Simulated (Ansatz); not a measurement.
Consider the formal exchange of groups at a B–Si bond: `C=C[SiH2]BF` + `CNC(N)O` → `NC(O)BF` + `C=C[SiH2]NC`.

Program: Ansatz. Geometries: PBE0-D4/def2-TZVP. ΔE: electronic, gas phase. CCSD(T)/CBS is the MP2 limit (def2-TZVPP, def2-QZVPP) plus CCSD(T) − MP2 in def2-TZVPP, frozen cores. One conformer a species, not always the lowest.

```csv
species,HF/def2-TZVPP energy (Eh)
`C=C[SiH2]BF`,-492.39252
`CNC(N)O`,-264.25634
`NC(O)BF`,-294.38034
`C=C[SiH2]NC`,-462.30324
```

(1) Work out ΔE.

Largest T1 diagnostic among the species: 0.014.

Answers

(1) ΔE = (-294.38034) + (-462.30324) − (-492.39252) − (-264.25634) = -0.03472 Eh = -91.2 kJ/mol. CCSD(T)/CBS gives -89.5 kJ/mol.
